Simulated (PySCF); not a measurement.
Species: C6H14N (doublet state).
Structure used (GFN2-xTB), in Å, numbered top down from 1:
```xyz
21
C6H14N angstrom
C      1.9851    0.8967    1.0768
C      1.1473   -0.2203    0.5898
C      0.3540   -0.1522   -0.6571
C      0.5713   -1.4036   -1.5174
C     -1.1731   -0.0012   -0.3811
C     -1.4694    1.3350    0.3098
N     -1.6425   -1.1541    0.3671
H      1.9105    1.0054    2.1617
H      3.0470    0.7207    0.8596
H      1.7041    1.8369    0.6059
H      1.2094   -1.1633    1.1068
H      0.6570    0.7345   -1.2262
H      1.6324   -1.5643   -1.6926
H      0.0711   -1.2918   -2.4765
H      0.1565   -2.2691   -1.0094
H     -1.6898   -0.0207   -1.3488
H     -1.1234    2.1669   -0.2983
H     -2.5414    1.4491    0.4669
H     -0.9690    1.3780    1.2756
H     -1.2005   -1.1685    1.2808
H     -2.6455   -1.0972    0.5059
```

The hyperfine couplings belong to this conformer and change with its torsions.

As a line formula: `C[CH][C@@H](C)[C@H](C)N` [radical].

Method: UKS B3LYP, pcH-1 on C H N, non-relativistic, mean-field spin-orbit, GIAO (PySCF 2.14.0). Isolated species at its GFN2-xTB geometry (one conformer only). A GFN2-xTB geometry isn't a minimum of the functional, and hyperfine couplings can be far from their values at a DFT geometry. No stability test was run, so a lower SCF solution isn't excluded.

Computed for the main isotopes (class means, splittings of 0.05 mT or more): g = 2.0027; H8/H9/H10 1H +78.3 MHz (2.79 mT); H11 1H -60.1 MHz (2.15 mT); H12 1H +15.9 MHz (0.57 mT); H13/H14/H15 1H +2.7 MHz (0.09 mT); 64 first-order lines, 11.38 mT wide.

Question: What changes when 1H at H13/H14/H15 is replaced by 2H at all these sites?

Answer: The spin density stays the same (vibrational effects aside), so a scales with the nuclear g factor: 0.85744/5.58569 = 0.1535, so a goes from +2.7 to +0.4 MHz (0.015 mT). The spin goes from 1/2 to 1, so the 1:3:3:1 quartet becomes a 1:3:6:7:6:3:1 septet. The spectrum then has 112 first-order lines over 11.18 mT, counting the new splitting although it is under 0.05 mT.

Question: Where do the 13C satellites of C2 appear, and how strong are they?

Answer: a = +89.7 MHz, or 3.20 mT in magnitude, and I = 1/2, so to first order each main line has two satellites, at ±1.60 mT. The isotope's abundance is about 1.07 %, shared among 2 lines, so each has 0.54 % of the main line's intensity.

Question: Where do the 13C satellites of C5 appear, and how strong are they?

Answer: a = +61.6 MHz, or 2.20 mT in magnitude, and I = 1/2, so to first order each main line has two satellites, at ±1.10 mT. The isotope's abundance is about 1.07 %, shared among 2 lines, so each has 0.54 % of the main line's intensity.

Nuclei that the bonding pattern makes equivalent are averaged, as if the motion that swaps them (rotation, inversion, ring flip) were fast. The three 1H nuclei of mean +78.3 MHz run from 13.4 to 146.6 MHz in the frozen geometry. The three 1H nuclei of mean +2.7 MHz run from -2.6 to 12.0 MHz in the frozen geometry.

Time: 87 s of wall time (with the writing of density and orbital grids); peak memory 1.1 GiB. Hardware: an Arm Neoverse V1 with one thread, shared host with 32 logical CPUs at a one-minute load of 16.
